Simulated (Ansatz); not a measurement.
Reaction (ligand exchange at the In–C bond): `F[CH2][In]([SH])[Cl]` + dimethylamine → `C[N](C)[In]([SH])[Cl]` + fluoromethane

Gas-phase electronic energies from Ansatz, PBE0-D4/def2-TZVP geometries. CCSD(T)/CBS adds triple-zeta CCSD(T) − MP2 to the extrapolated MP2 energy (def2 sets, frozen cores). This one scheme is used for every species. DFT in def2-TZVPP. B3LYP here is the variant with VWN-RPA as its local correlation; programs differ in this. def2 core potentials past Kr. For In outer-core shells are correlated without core-valence functions, which leaves a few kJ/mol of doubt a bond. One conformer a species, not always the lowest.

(1) Is it downhill or uphill in electronic energy at CCSD(T)/CBS, and by how much? (An estimate is asked.)

(2) What do these levels give: PBE0-D4, ωB97X-V, B2PLYP, PBE, PBE0, B3LYP, HF/def2-TZVPP, SCS-MP2/def2-TZVPP, CCSD/def2-TZVPP, MP2/def2-QZVPP, SCS-MP2/def2-QZVPP, MP2/CBS(def2)? (An estimate is asked.)

Largest T1 diagnostic among the species: 0.014.

Answers

(1) The calculation gave: Downhill: ΔE = -47.3 kJ/mol.

(2) The calculation gave: PBE0-D4 -31.9, ωB97X-V -36.9, B2PLYP -37.1, PBE -23.3, PBE0 -27.0, B3LYP -26.6, HF/def2-TZVPP -35.3, SCS-MP2/def2-TZVPP -47.7, CCSD/def2-TZVPP -41.4, MP2/def2-QZVPP -52.5, SCS-MP2/def2-QZVPP -49.9, MP2/CBS(def2) -53.8 kJ/mol.

From PBE to PBE0 (25 % exact exchange), in def2-TZVPP and without D4, ΔE moves by −3.7 kJ/mol. In def2-TZVPP, CCSD(T) changes the Hartree–Fock value by −8.3 kJ/mol (the triples alone add −2.2 kJ/mol) and MP2 by −14.8 kJ/mol. The D4 term adds −8.4 kJ/mol with B3LYP and −4.9 kJ/mol with PBE0; it sums over pairs of atoms, weighted by their polarisabilities, and B3LYP, whose exchange is more repulsive, gets the larger term.
